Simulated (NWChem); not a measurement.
All runs are NWChem calculations. System: 2,6-lutidine (C7H9N), charge 0, spin multiplicity 1, at a geometry optimised with PBE/def2-SVP. Level: MP2/def2-SVP, 8 core orbitals frozen.

Job file:

```
start mol
memory heap 200 mb stack 900 mb global 1100 mb
geometry units angstroms nocenter noautoz
  C      1.073482     0.214437     2.433394
  C      0.270475     0.053584     1.164904
  C     -1.112790    -0.222064     1.206792
  C     -1.809760    -0.360930     0.000000
  C     -1.112790    -0.222064    -1.206792
  C      0.270475     0.053584    -1.164904
  C      1.073482     0.214437    -2.433394
  N      0.935284     0.185930     0.000000
  H      1.022366    -0.698053     3.063338
  H      0.691370     1.055072     3.049577
  H      2.130109     0.412776     2.176887
  H     -1.630097    -0.325312     2.173275
  H     -2.889916    -0.576383     0.000000
  H     -1.630097    -0.325312    -2.173275
  H      2.130109     0.412776    -2.176887
  H      1.022366    -0.698053    -3.063338
  H      0.691370     1.055072    -3.049577
  symmetry group Cs
end
basis spherical
  * library def2-svp
end
scf
  rhf
  nopen 0
  maxiter 100
  thresh 1e-7
  semidirect memsize 60000000 filesize 0
end
mp2
  freeze core 8
end
task mp2 energy
```

Part of the output:

```
             Northwest Computational Chemistry Package (NWChem) 7.3.0
             --------------------------------------------------------

                                NWChem Input Module
                                -------------------

 Scaling coordinates for geometry "geometry" by  1.889725989
 (inverse scale =  0.529177249)

 Turning off AUTOSYM since
 SYMMETRY directive was detected!

                             Geometry "geometry" -> ""
                             -------------------------

 Output coordinates in angstroms (scale by  1.889725989 to convert to a.u.)

  No.       Tag          Charge          X              Y              Z
 ---- ---------------- ---------- -------------- -------------- --------------
    1 C                    6.0000     1.07348200     0.21443700     2.43339400
    2 C                    6.0000     0.27047500     0.05358400     1.16490400
    3 C                    6.0000    -1.11279000    -0.22206400     1.20679200
    4 C                    6.0000    -1.80976000    -0.36093000     0.00000000
    5 C                    6.0000    -1.11279000    -0.22206400    -1.20679200
    6 C                    6.0000     0.27047500     0.05358400    -1.16490400
    7 C                    6.0000     1.07348200     0.21443700    -2.43339400
    8 N                    7.0000     0.93528400     0.18593000     0.00000000
    9 H                    1.0000     1.02236600    -0.69805300     3.06333800
   10 H                    1.0000     0.69137000     1.05507200     3.04957700
   11 H                    1.0000     2.13010900     0.41277600     2.17688700
   12 H                    1.0000    -1.63009700    -0.32531200     2.17327500
   13 H                    1.0000    -2.88991600    -0.57638300     0.00000000
   14 H                    1.0000    -1.63009700    -0.32531200    -2.17327500
   15 H                    1.0000     2.13010900     0.41277600    -2.17688700
   16 H                    1.0000     1.02236600    -0.69805300    -3.06333800
   17 H                    1.0000     0.69137000     1.05507200    -3.04957700

 Effective nuclear repulsion energy (a.u.)     343.2729364718

            Nuclear Dipole moment (a.u.)
            ----------------------------
        X                 Y               Z
 ---------------- ---------------- ----------------
     0.0000226767    -0.0000056692    -0.0000000000

      Symmetry information
      --------------------

 Group name             Cs
 Group number              2
 Group order               2
 No. of unique centers    10

      Symmetry unique atoms

     1    2    3    4    8    9   10   11   12   13


 Summary of "ao basis" -> "" (spherical)
 ------------------------------------------------------------------------------
       Tag                 Description            Shells   Functions and Types
 ---------------- ------------------------------  ------  ---------------------
 *                          def2-svp                  on all atoms

 Summary of "ao basis" -> "ao basis" (spherical)
 ------------------------------------------------------------------------------
       Tag                 Description            Shells   Functions and Types
 ---------------- ------------------------------  ------  ---------------------
 C                          def2-svp                 6       14   3s2p1d
 N                          def2-svp                 6       14   3s2p1d
 H                          def2-svp                 3        5   2s1p

                                 NWChem SCF Module
[...]
    36     -0.452815   3 C  py               64      0.452815   5 C  py
   114      0.311452   9 H  s               119     -0.312629  10 H  s
   149     -0.311452  16 H  s               154      0.312629  17 H  s
    19      0.293638   2 C  py               75     -0.293638   6 C  py

 Vector   32  Occ=0.000000D+00  E= 1.841059D-01  Symmetry=a'
              MO Center= -1.0D+00, -2.1D-01, -4.4D-13, r^2= 1.3D+01
   Bfn.  Coefficient  Atom+Function         Bfn.  Coefficient  Atom+Function
  ----- ------------  ---------------      ----- ------------  ---------------
     3      1.567381   1 C  s                87      1.567381   7 C  s
   129     -1.008068  12 H  s               139     -1.008068  14 H  s
    45      0.966704   4 C  s               134     -0.923940  13 H  s
   114     -0.644037   9 H  s               149     -0.644037  16 H  s
   119     -0.638509  10 H  s               154     -0.638509  17 H  s

 center of mass
 --------------
 x =  -0.02687310 y =  -0.00546360 z =  -0.00000000

 moments of inertia (a.u.)
 ------------------
         981.637006573839         -95.075660026107          -0.000000000000
         -95.075660026107        1439.201646907193           0.000000000000
          -0.000000000000           0.000000000000         518.415305290203

  Mulliken analysis of the total density
  --------------------------------------

    Atom       Charge   Shell Charges
 -----------   ------   -------------------------------------------------------
    1 C    6     5.96   1.99  0.86  0.16  2.04  0.87  0.03
    2 C    6     6.00   1.99  0.92  0.20  1.97  0.86  0.07
    3 C    6     6.10   1.99  0.88  0.29  2.03  0.88  0.04
    4 C    6     5.95   1.99  0.90  0.22  1.98  0.82  0.05
    5 C    6     6.10   1.99  0.88  0.29  2.03  0.88  0.04
    6 C    6     6.00   1.99  0.92  0.20  1.97  0.86  0.07
    7 C    6     5.96   1.99  0.86  0.16  2.04  0.87  0.03
    8 N    7     7.37   1.99  1.01  0.57  2.32  1.46  0.03
    9 H    1     0.95   0.74  0.18  0.03
   10 H    1     0.95   0.74  0.18  0.03
   11 H    1     0.94   0.74  0.17  0.02
   12 H    1     0.96   0.75  0.18  0.03
   13 H    1     0.94   0.75  0.17  0.02
   14 H    1     0.96   0.75  0.18  0.03
   15 H    1     0.94   0.74  0.17  0.02
   16 H    1     0.95   0.74  0.18  0.03
   17 H    1     0.95   0.74  0.18  0.03

       Multipole analysis of the density wrt the origin
       ------------------------------------------------

     L   x y z        total         open         nuclear
     -   - - -        -----         ----         -------
     0   0 0 0     -0.000000      0.000000     58.000000

     1   1 0 0     -0.642401      0.000000      0.000023
     1   0 1 0     -0.126365      0.000000     -0.000006
     1   0 0 1     -0.000000      0.000000     -0.000000

     2   2 0 0    -35.514123      0.000000    289.712480
     2   1 1 0      0.556941      0.000000     55.545730
     2   1 0 1     -0.000000      0.000000     -0.000000
     2   0 2 0    -38.178690      0.000000     22.451875
     2   0 1 1     -0.000000      0.000000      0.000000
     2   0 0 2    -31.330896      0.000000    575.330233

                   NWChem MP2 Semi-direct Energy/Gradient Module
                   ---------------------------------------------

  Basis functions       =    157
  Molecular orbitals    =    157
  Frozen core           =      8
  Frozen virtuals       =      0
  Active alpha occupied =     21
  Active beta occupied  =     21
  Active alpha virtual  =    128
  Active beta virtual   =    128
  Use MO symmetry       = T
  Use skeleton AO sym   = T

  AO/Fock/Back tols     =   1.0D-09  1.0D-09  1.0D-09

 GA uses MA = F    GA memory limited = T

 Available:
  local mem=  1.26D+08
 global mem=  1.44D+08
 local disk=  0.00D+00
  mp2_memr nvloc                   128
  nvloc new                   128
   1 passes of  21:        3145728                     118827                 102675393.
   1 passes of  21: M    126139191           G      144129902           F     122993463.

 Semi-direct pass number   1 of   1  for RHF alpha+beta  at        4.6s
  vrange nnbf                 11230
  mp2_eaftype                   391  avail_ma_in_mb                  1099
 EAF : mp2_eaftype filesize         391   51337696.
  mp2_eaf for mointskh                    391
Node 0 wrote    241.5 Mb in      0.0 s     Agg I/O rate:  5046.7 Mb/s
 Done moints_semi at       10.3s
  mp2_eaftype                   391  avail_ma_in_mb                   708
 EAF : mp2_eaftype filesize         391   51337696.
  mp2_eaf for kh                   391
 Done maket at       10.8s
 Done multipass loop at       10.8s

          -------------------------------------------
          SCF energy                -324.532769072975
          Correlation energy          -1.098328504896
          Singlet pairs               -0.677783904225
          Triplet pairs               -0.420544600670
          Total MP2 energy          -325.631097577871
          -------------------------------------------

          ---------------------------------------------------
                    Spin Component Scaled (SCS) MP2
          Same spin pairs                     -0.280363067114
          Same spin scaling factor             0.333333333333
          Opposite spin pairs                 -0.817965437782
          Opposite spin scaling fact.          1.200000000000
          SCS-MP2 correlation energy          -1.075012881043
          Total SCS-MP2 energy              -325.607781954018
          ---------------------------------------------------

 -----------------------
 Performance information
 -----------------------

 Timer overhead =  1.30D-07 seconds/call

               Nr. of calls         CPU time (s)                 Wall time (s)                GFlops
             ---------------    -------------------     ------------------------------   -------------------
Name         Min   Avg   Max    Min     Avg     Max     Min     Avg     Max   Mx/calls   Min     Max     Sum
mp2: moin     1     1     1    5.7     5.7     5.7      5.7     5.7     5.7     5.7      0.0     0.0     0.0
mp2: make     1     1     1   0.52    0.52    0.52     0.52    0.52    0.52    0.52      0.0     0.0     0.0
mp2: tota     1     1     1    6.2     6.2     6.2      6.2     6.2     6.2     6.2      0.0     0.0     0.0

 The average no. of pstat calls per process was 3.00D+00
 with a timing overhead of 3.91D-07s

 Task  times  cpu:       10.8s     wall:       10.8s

 Total times  cpu:       10.8s     wall:       10.8s
```
